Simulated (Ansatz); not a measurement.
Isolated molecules relaxed with PBE0-D4/def2-TZVP in Ansatz; ΔE leaves out vibrations. CCSD(T)/CBS adds triple-zeta CCSD(T) − MP2 to the extrapolated MP2 energy (def2 sets, frozen cores). This one scheme is used for every species. Functionals use def2-TZVPP. Each species was taken in one conformer, which may not be the lowest.

Reaction (ligand exchange at the Al–Cl bond): `[Cl][Al]([Cl])[Cl]` + `N=C=O` → `O=C=[N][Al]([Cl])[Cl]` + HCl

`[Cl][Al]([Cl])[Cl]`:

Z-matrix (Å, degrees):
```
Al
Cl 1 2.069
Cl 1 2.069 2 120.0
Cl 1 2.069 2 120.0 3 180.0
```

`N=C=O`:

Cartesian coordinates in Å:
```
N -0.271 -0.097 -0.710
C 0.296 -0.167 0.355
O 0.903 -0.350 1.327
H -0.929 0.614 -0.973
```

`O=C=[N][Al]([Cl])[Cl]`:

Cartesian coordinates in Å:
```
O 0.524 -2.500 -1.537
C 0.319 -1.525 -0.938
N 0.107 -0.522 -0.321
Al -0.197 0.940 0.578
Cl -2.135 1.626 0.803
Cl 1.382 1.981 1.415
```

HCl:

Cartesian coordinates in Å:
```
Cl 0.035 0.366 -0.523
H -0.035 -0.366 0.523
```

```json
{"level": "r2SCAN", "ΔE (kJ/mol)": "20.5"}
{"level": "CCSD/def2-SVP", "ΔE (kJ/mol)": "8.2"}
{"level": "CCSD(T)/def2-TZVPP", "ΔE (kJ/mol)": "12.0"}
{"level": "MP2/CBS(def2)", "ΔE (kJ/mol)": "17.5"}
```

Problem. What does CCSD(T)/CBS give? (Best estimate.)

Solution. Computed: +16.6 kJ/mol. The listed levels differ from it by 3.9, -8.4, -4.6, 0.9 kJ/mol.

Problem. What do rigid-rotor, harmonic-oscillator terms from PBE0-D4/def2-TZVP frequencies (298.15 K, 1 bar) make of the CCSD(T)/CBS value? (An estimate is asked.)

Solution. Computed: ΔZPE = -6.1 kJ/mol, ΔH = +13.0 kJ/mol, ΔS = 6 J/(mol·K), ΔG = +11.2 kJ/mol. Modes under 50 cm⁻¹ make the entropy rough.

Largest T1 diagnostic among the species: 0.018.

In def2-TZVPP, CCSD(T) changes the Hartree–Fock value by +4.1 kJ/mol (the triples alone add +1.7 kJ/mol) and MP2 by +5.0 kJ/mol. At CCSD(T), def2-SVP lies −6.7 kJ/mol from the extrapolated value and def2-TZVPP −4.6 kJ/mol. From PBE to PBE0 (25 % exact exchange), in def2-TZVPP and without D4, ΔE moves by −3.4 kJ/mol.
